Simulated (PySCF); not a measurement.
How methods differ on the excitation energy of Ge²⁺

Ge²⁺ [Ar] 3d10 4s2 (1S) → Ge²⁺ [Ar] 3d10 4s1 4p1 (3P), as a difference of total energies. All numbers are calculated (PySCF 2.14, scalar relativity by spin-free X2C-1e, in aug-cc-pVTZ-DK (7s6p4d2f, 59 functions)). Correlated levels: valence: [Ar] 3d10 frozen. The calculations carry no spin-orbit coupling.

| method | excitation energy (eV) |
| --- | --- |
| UHF | 6.431 |
| LDA | 8.476 |
| PBE | 8.229 |
| PBE0 | 7.855 |
| r2SCAN | 7.652 |
| wB97X-V | 8.013 |
| M06-2X | 8.022 |
| MN15 | 7.792 |
| r2SCAN0 | 7.489 |
| MP2 (valence) | 7.139 |
| SCS-MP2 (valence) | 7.340 |

Q: How much does correlation contribute at MP2 (valence)?

A: 7.139 − (6.431) = 0.708 eV, measured against UHF.

A first-order spin-orbit estimate (lowest level to lowest level, LS coupling) adds -0.174 eV.
